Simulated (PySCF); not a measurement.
Mo(S)2(SH)2 (H2MoS4), SMILES [S]=[Mo](=[S])([SH])[SH], multiplicity 1. Heavy atoms are numbered as in [Mo:1](=[S:2])(=[S:3])([SH:4])[SH:6]. Hydrogens are named by the atom that carries them.

The structure is a stationary point at B3LYP-D3(BJ)/def2-SVP. The spin state was assumed, not searched. The structure was generated by enumeration; whether it is a known compound was not checked. The def2 effective core potentials stand for the cores of Mo; spin–orbit coupling is left out. The values are those of a single conformer.

The numbers are results of PySCF with M06-2X/def2-TZVP, not measurements.

ESP charges are fitted to the potential on shells at 1.4 to 2.0 van der Waals radii. Atomic charges (e), one atom of each kind:

```json
[
 {"atom": "Mo1", "Löwdin": "-0.72", "ESP fit": "0.09", "Mulliken": "0.89"},
 {"atom": "S2", "Löwdin": "0.18", "ESP fit": "-0.05", "Mulliken": "-0.28"},
 {"atom": "S4 (SH)", "Löwdin": "0.11", "ESP fit": "-0.19", "Mulliken": "-0.36"},
 {"atom": "H on S4", "Löwdin": "0.07", "ESP fit": "0.19", "Mulliken": "0.19"}
]
```
